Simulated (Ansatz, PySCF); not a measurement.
Dimer: CH3F (SMILES CF) (first 5 atoms) with C2H6 (SMILES CC); geometry from B3LYP-D3(BJ)/def2-TZVP, rigid monomers moved along the line of their centres of mass till F2···H12 is 2.50 Å.
(charge 0, multiplicity 1):
```xyz
13

C     -0.524     0.491     0.504
F     -0.423    -0.846     0.875
H      0.281     1.049     0.984
H     -0.436     0.560    -0.580
H     -1.491     0.873     0.831
C     -0.674     0.300     3.852
C      0.741    -0.271     3.835
H     -1.048     0.405     4.872
H     -1.363    -0.346     3.307
H     -0.710     1.289     3.388
H      1.443     0.386     4.354
H      1.098    -0.407     2.813
H      0.778    -1.246     4.323
```

Interaction energies are E(AB) − E(A) − E(B) at the monomers' geometry in the complex; basis-set methods are counterpoise corrected.

Frozen-core correlation.

The values were computed with Ansatz (Gaussian basis) for Hartree–Fock, density functionals and correlated methods; PySCF for the dispersion terms. Each number belongs to the level named beside it.

PBE/def2-TZVPPD gives 25.8 meV for the interaction energy.

Problem. Where do these levels fall relative to PBE: PBE-D3(BJ)/def2-TZVPPD, r2SCAN/def2-TZVPPD, B3LYP/def2-TZVPPD, wB97M-V/def2-TZVPPD, MP2/aug-cc-pVDZ, CCSD(T)/aug-cc-pVDZ.

Solution. PBE-D3(BJ)/def2-TZVPPD -57.8; r2SCAN/def2-TZVPPD -44.0; B3LYP/def2-TZVPPD 34.8; wB97M-V/def2-TZVPPD -63.5; MP2/aug-cc-pVDZ -42.2; CCSD(T)/aug-cc-pVDZ -44.8 meV. 1 of 6 lie above PBE; the widest gap is to wB97M-V/def2-TZVPPD.

Ansatz is a quantum-chemistry and plane-wave program.
